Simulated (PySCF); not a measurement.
C2H7AlOS. Atoms are numbered in the order given.

```xyz
12

Al    -0.4282     0.1543     0.2148
C     -1.9999     0.8178     1.1594
H     -2.9266     0.5371     0.6328
H     -1.9809     1.9177     1.2513
H     -2.0552     0.4112     2.1842
O     -0.6136    -0.7425    -1.2160
C      0.1560    -1.3926    -2.1890
H     -0.1136    -2.4625    -2.2347
H     -0.0381    -0.9534    -3.1835
H      1.2419    -1.3222    -1.9907
S      1.6350     0.5030     0.9037
H      1.2519     1.2068     1.9942
```
Charge 0, spin multiplicity 1.

Geometry optimised at TPSSh-D3(BJ)/def2-SVP. The structure was generated by enumeration; whether it is a known compound was not checked. The values are those of a single conformer.

Method: PySCF with PBE0/pcSseg-1.

GIAO shieldings, no solvent; atoms alike by connectivity are averaged. δ = σ(ref) − σ: ¹³C against TMS (σ = 186.3 ppm); ¹H against TMS (σ = 31.56 ppm); ¹⁷O against H2O (σ = 334.2 ppm); ³³S against H2S (σ = 716.7 ppm), references at their B3LYP-D3(BJ)/def2-TZVP geometries, non-relativistic.

```csv
atoms,nucleus,count,δ (ppm)
C7,¹³C,1,57.5
C2,¹³C,1,…
"H8, H9, H10",¹H,3,…
H12,¹H,1,0.50
"H3, H4, H5",¹H,3,-0.02
O6,¹⁷O,1,…
S11,³³S,1,-6.5
```

Q: Fill in the missing entries. (An estimate is asked for; the answer gives what the named calculation found.)

A: 
- C2, δ (ppm): -10.4
- H8, H9, H10, δ (ppm): 4.23
- O6, δ (ppm): 53.6
